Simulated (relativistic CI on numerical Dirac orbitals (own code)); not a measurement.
# One change at a time: Ho32+

Base calculation: Dirac-Coulomb-Breit CI, separate exchange-only KLI orbitals for each configuration, a model potential for QED, unscaled Slater integrals.

CI space (outside the closed core [Ar] 3d10): 4s2 4p5, 4s 4p6, 4s2 4p4 4d, 4s 4p5 4d, 4s2 4p4 4f, 4s 4p5 4f, 4p6 4d, 4s 4p4 4d2, 4s2 4p3 4d 4f, 4p6 4f, 4s2 4p4 5s, 4p5 4d 4f, 4s 4p4 4f2, 4p6 5s, 4s2 4p4 5p, 4s 4p4 4d 5s, 4s2 4p3 4f 5s, 4s 4p5 5s, 4s2 4p4 5d, 4s 4p5 5p, 4s2 4p4 5f, 4s2 4p4 5g, 4s 4p5 5d, 4p5 4f 5s, 4s2 4p4 6s, 4s 4p5 5f, 4s2 4p4 6p, 4s2 4p3 4d2, 4s2 4p2 4d3, 4s 4p3 4d3, 4s2 4p2 4d2 4f, 4s 4p3 4d2 4f, 4s2 4p2 4d2 5s, 4p5 4d2, 4p4 4d3, 4p4 4d2 4f, 4p4 4d2 5s, 4p5 4d 5s, 4p4 4d 4f 5s, 4p4 4d 5s2, 4s2 4p3 5s2, 4s2 4p2 4d 5s2, 4s 4p3 4d 5s2, 4s2 4p2 4f 5s2, 4s 4p3 4f 5s2. Double excitations out of closed p, d and f shells are left out; levels of such configurations are missing from the list, as are those of other unlisted configurations, and high levels can miss mixing partners. These lack a partner that the ground configuration has and come out too high: 4s2 4p4 5p, 4s 4p5 5s, 4s2 4p4 5d, 4s 4p5 5p, 4s2 4p4 5f.

The lowest level and the first level of each name with at least 55 % of one term (blank where a level has no safe partner in the second run):

```json
{"Level": "4s2 4p5 2P°_3/2", "Base (cm⁻¹)": "0", "Shift (cm⁻¹)": "0"}
{"Level": "4s2 4p5 2P°_1/2", "Base (cm⁻¹)": "432937", "Shift (cm⁻¹)": "-548"}
{"Level": "4s2 4p4 4d 2D_3/2", "Base (cm⁻¹)": "1096744", "Shift (cm⁻¹)": "+1023"}
{"Level": "4s2 4p4 4d 4F_9/2", "Base (cm⁻¹)": "1114213", "Shift (cm⁻¹)": "+789"}
{"Level": "4s2 4p4 4d 4D_1/2", "Base (cm⁻¹)": "1404075", "Shift (cm⁻¹)": "+498"}
{"Level": "4s2 4p4 4d 2G_7/2", "Base (cm⁻¹)": "1477201", "Shift (cm⁻¹)": "+489"}
{"Level": "4s2 4p4 4d 2G_9/2", "Base (cm⁻¹)": "1563418", "Shift (cm⁻¹)": "+246"}
{"Level": "4s 4p5 4d 4P°_1/2", "Base (cm⁻¹)": "2045831", "Shift (cm⁻¹)": "+5168"}
```

At this charge energies of transitions that change n are usually good to better than 1 %, and those within a shell (Δn = 0) to a few per cent.

Q: One thing was changed in a second run, which moved the levels as shown. Which?
A. QED terms removed
B. configuration mixing switched off
C. Breit term removed
D. P86 correlation estimate

A: A. QED terms removed. QED shifts follow the density of s (and p1/2) electrons at the nucleus, so configurations move by their count of such electrons; where none moves, the smaller shifts of p3/2 electrons and of j = l + 1/2 against j = l − 1/2 set the pattern.

LS names give the leading component of a level, which can be under half, so a name can repeat, a term be missing and a line seem to break the LS rules.
